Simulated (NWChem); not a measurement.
# Correlation energy of Bi

```xyz
1

Bi     0.0000     0.0000     0.0000
```
Charge 0, spin multiplicity 4.

Everything below was run with NWChem.

Basis set: def2-SVP. Each correlation energy counts from its own Hartree-Fock reference.

Effective core potentials replace the inner electrons of Bi; spin-orbit coupling is left out. The correlated methods keep 4 core orbitals frozen. The stability of the SCF solutions was not checked. Open-shell Hartree-Fock references start from PBE0 orbitals. Coupled-cluster values serve here as a point of comparison, not as the truth.

Task: For the correlation energy, UMP2 gives -62.4 mHa and SCS-UMP2 gives -56.8 mHa. What do CCSD on UHF, CCSD[T] on UHF, CCSD(T) on UHF give?

Result: CCSD on UHF: -72.6 mHa; CCSD[T] on UHF: -73.9 mHa; CCSD(T) on UHF: -73.8 mHa.
